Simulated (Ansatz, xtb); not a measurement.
**Two isomers of C5H7Br**

Structure a is `C=C/C=C(/C)Br`, a singlet and structure b is `C/C=C/C=C/Br`, a singlet. Both are isolated molecules in the gas phase, relaxed with PBE-D3(BJ)/def2-SVP; the shapes shown needn't be the lowest conformers.

a (Å):

| atom | x (Å) | y (Å) | z (Å) |
| --- | --- | --- | --- |
| C | -2.2366 | -0.0270 | 0.9221 |
| C | -0.9751 | 0.0076 | 1.4120 |
| C | -0.0341 | -1.0898 | 1.3053 |
| C | 1.2436 | -1.1453 | 1.7623 |
| C | 2.1708 | -2.3097 | 1.6223 |
| Br | 2.0238 | 0.3461 | 2.6822 |
| H | -2.6272 | -0.9168 | 0.4011 |
| H | -2.9156 | 0.8322 | 1.0263 |
| H | -0.6148 | 0.9138 | 1.9283 |
| H | -0.3896 | -2.0001 | 0.7892 |
| H | 2.5017 | -2.6805 | 2.6153 |
| H | 3.0885 | -2.0269 | 1.0650 |
| H | 1.6701 | -3.1385 | 1.0835 |

b (Å):

```xyz
13

C    -2.0151   -0.2618    0.9344
C    -0.8590   -1.1881    1.1336
C     0.3939   -0.8130    1.4971
C     1.4965   -1.7382    1.6821
C     2.7407   -1.3470    2.0446
Br    4.1791   -2.5452    2.2867
H    -2.4170   -0.3341   -0.1002
H    -2.8614   -0.5211    1.6078
H    -1.7374    0.7943    1.1221
H    -1.0509   -2.2648    0.9684
H     0.6040    0.2592    1.6664
H     1.2962   -2.8106    1.5153
H     3.0151   -0.2971    2.2282
```

Energies in hartree; the thermal terms are from GFN2-xTB frequencies at re-optimised GFN2-xTB minima (ideal gas, soft modes damped towards free rotors, one conformer each, 298.15 K, 1 atm) and include the zero-point energy:

|  | a | b |
| --- | --- | --- |
| E, CCSD(T)/def2-SVP | −2766.328782 | −2766.326053 |
| E, MP2/def2-SVP | −2766.244054 | −2766.240474 |
| E, MP2/def2-TZVPP | −2766.961657 | −2766.957423 |
| zero-point energy | 0.101077 | 0.101121 |
| H(298 K) − E | 0.109462 | 0.109640 |
| G(298 K) − E | 0.068404 | 0.068233 |

Correct the CCSD(T) difference for the basis set by the MP2 change, then work out ΔE, ΔE₀, ΔH and ΔG for a → b in kJ/mol (1 Eh = 2625.50 kJ/mol) and the equilibrium ratio [b]/[a].

1. Differences b − a: CCSD(T) +0.002729, MP2 in the small set +0.003580, MP2 in the large set +0.004234 Eh.
2. ΔE = +0.002729 + (+0.004234 − (+0.003580)) = +0.003383 Eh = +8.88 kJ/mol.
3. ΔE₀ = ΔE + ΔZPE = +0.003383 + (+0.000044) Eh = +9.00 kJ/mol.
4. ΔH = ΔE + (+0.000178) Eh = +9.35 kJ/mol.
5. ΔG = ΔE + (−0.000171) Eh = +8.43 kJ/mol, so ΔS = (ΔH − ΔG)/T = +3.1 J/(mol K).
6. kT = 0.9442 mEh, so K = [b]/[a] = exp(−ΔG/kT) = exp(−3.40) ≈ 0.033.

Structure a is favoured at this temperature. An error of 4 kJ/mol in ΔG would change K by a factor of 5. HF/def2-SVP found them nearly level. GFN2-xTB, HF/STO-3G gave ΔE the other sign. Mirror images and further conformers aren't counted.

As drawn, both hold the same kinds of bond in the same numbers.

Other levels gave ΔE = −2.1 (GFN2-xTB); −4.8 (HF/STO-3G, GFN2-xTB geometries); +6.8 (r2SCAN-D4/def2-SVP, GFN2-xTB geometries); +5.2 (PBE-D3(BJ)/def2-SVP); +0.4 (HF/def2-SVP); +9.4 (MP2/def2-SVP); +7.2 (CCSD(T)/def2-SVP) kJ/mol. The correlated steps freeze 14 core orbitals; the filled d shell of Br is correlated, in a basis made for valence electrons. Programs: Ansatz 0.2.0, xtb 6.7.1.
